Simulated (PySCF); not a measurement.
A structure optimised at B3LYP-D3(BJ)/def2-SVP, used in a PySCF frequency run:

```
O
P 1 1.6816
P 1 1.6816 2 97.15
O 2 1.6816 1 82.85 3 0.00
```

Write its SMILES, formula and point group.

o1p2op12, O2P2, D2h

What are its rotational constants (standard atomic weights)?

12.759, 5.1318, 3.6598 GHz
